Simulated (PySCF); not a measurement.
**Ir(2+) (iridium, charge +2) across methods**

[Xe] 4f14 5d7, high-spin 4F determinant. All numbers are calculated (PySCF 2.14, scalar relativity through the core potential, in def2-QZVPPD with the def2 core potential (60 electrons) (7s5p4d4f2g, 88 functions)).

| method | E (hartree) | mean ε 5p β (eV) | mean ε 5d α (eV) | mean ε 5d β (eV) | Σ⟨r²⟩ (bohr²) | ⟨S²⟩ |
| --- | --- | --- | --- | --- | --- | --- |
| r2SCANh | -103.2824 | -72.696 | -26.355 | -24.310 | 32.67 | 3.753 |
| B97-3 | -103.2899 | -73.871 | -26.992 | -25.296 | 32.71 | 3.752 |
| revPBE | -103.3378 | -70.678 | -25.301 | -23.580 | 32.92 | 3.751 |
| UHF | -102.58793 | -80.989 | -31.257 | -28.804 | 32.52 | 3.755 |
| LDA | -103.0339 | -70.797 | -25.498 | -23.692 | 33.19 | 3.751 |
| BP86 | -103.3640 | -70.886 | -25.433 | -23.791 | 32.93 | 3.751 |
| PBE | -103.2816 | -70.710 | -25.356 | -23.618 | 32.98 | 3.751 |
| r2SCAN | -103.2993 | -71.688 | -25.710 | -23.697 | 32.70 | 3.753 |

Problem. Estimate the same row for PBE0.

Solution. E (hartree) = -103.2561; mean ε 5p β (eV) = -73.572; mean ε 5d α (eV) = -27.039; mean ε 5d β (eV) = -25.159; Σ⟨r²⟩ (bohr²) = 32.77; ⟨S²⟩ = 3.752.

Energies and moments cover only the electrons outside the core potential. Spin-orbit coupling, absent here, splits the open shell strongly.
